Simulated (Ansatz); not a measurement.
Program: Ansatz. Geometries: PBE0-D4/def2-TZVP. ΔE: electronic, gas phase. CCSD(T)/CBS adds triple-zeta CCSD(T) − MP2 to the extrapolated MP2 energy (def2 sets, frozen cores). This one scheme is used for every species. Functionals use def2-TZVPP. One conformer a species, not always the lowest.

Consider the formal exchange of groups at the Si–Si bond: `O[SiH](F)[SiH2][SiH3]` + `C#C` → `C#C[SiH](O)F` + `[SiH3][SiH3]`.

`O[SiH](F)[SiH2][SiH3]`:

Z-matrix (Å, degrees):
```
Si
F 1 1.604
Si 1 2.346 2 106.4
O 1 1.636 2 110.1 3 -123.1
H 1 1.480 2 107.3 3 122.8
Si 3 2.339 1 110.9 2 49.1
H 3 1.490 1 108.8 2 170.7
H 3 1.492 1 108.8 2 -71.9
H 4 0.958 1 118.6 2 72.9
H 6 1.488 3 109.5 1 56.6
H 6 1.486 3 109.7 1 -62.9
H 6 1.487 3 110.8 1 176.5
```

`C#C`:

```xyz
4

C    -0.494   -0.337   -0.031
C     0.494    0.337    0.031
H    -1.373   -0.935   -0.086
H     1.373    0.935    0.086
```

`C#C[SiH](O)F`:

```xyz
8

C     0.961   -1.580    1.092
C     0.405   -0.617    0.626
Si   -0.475    0.811   -0.080
O    -0.890    0.532   -1.625
F     0.513    2.054    0.028
H     1.455   -2.429    1.507
H    -1.706    1.137    0.653
H    -0.263    0.091   -2.200
```

`[SiH3][SiH3]`:

Z-matrix (Å, degrees):
```
Si
Si 1 2.338
H 1 1.488 2 110.3
H 1 1.488 2 110.3 3 120.0
H 1 1.488 2 110.3 3 -120.0
H 2 1.488 1 110.3 3 59.9
H 2 1.488 1 110.3 3 179.9
H 2 1.488 1 110.3 3 -60.1
```

Problem. Is it downhill or uphill in electronic energy at CCSD(T)/CBS, and by how much? (Estimate.)

Solution. The calculation gave: Downhill: ΔE = -12.0 kcal/mol.

Problem. What do these levels give: BLYP-D4, r2SCANh-D4, LC-ωPBE, CCSD/def2-TZVPP, CCSD(T)/def2-TZVPP, SCS-MP2/def2-QZVPP? (An estimate is asked.)

Solution. Computed: BLYP-D4 -10.9, r2SCANh-D4 -11.6, LC-ωPBE -10.6, CCSD/def2-TZVPP -13.1, CCSD(T)/def2-TZVPP -12.8, SCS-MP2/def2-QZVPP -14.4 kcal/mol.

Problem. What do rigid-rotor, harmonic-oscillator terms from PBE0-D4/def2-TZVP frequencies (298.15 K, 1 bar) make of the CCSD(T)/CBS value? (Estimate.)

Solution. Ansatz gave: ΔZPE = -0.6 kcal/mol, ΔH = -13.2 kcal/mol, ΔS = -3 J/(mol·K), ΔG = -13.0 kcal/mol. Modes under 50 cm⁻¹ make the entropy rough.

Largest T1 diagnostic among the species: 0.013.

In def2-TZVPP, CCSD(T) changes the Hartree–Fock value by +3.3 kcal/mol (the triples alone add +0.4 kcal/mol) and MP2 by +1.9 kcal/mol. Leaving LDA and LC-ωPBE aside and taking each functional with its dispersion term where it has one, the values, not all of them listed here, spread over 4.8 kcal/mol, from B2PLYP to PBE-D4. From PBE to PBE0 (25 % exact exchange), in def2-TZVPP and without D4, ΔE moves by −1.1 kcal/mol.
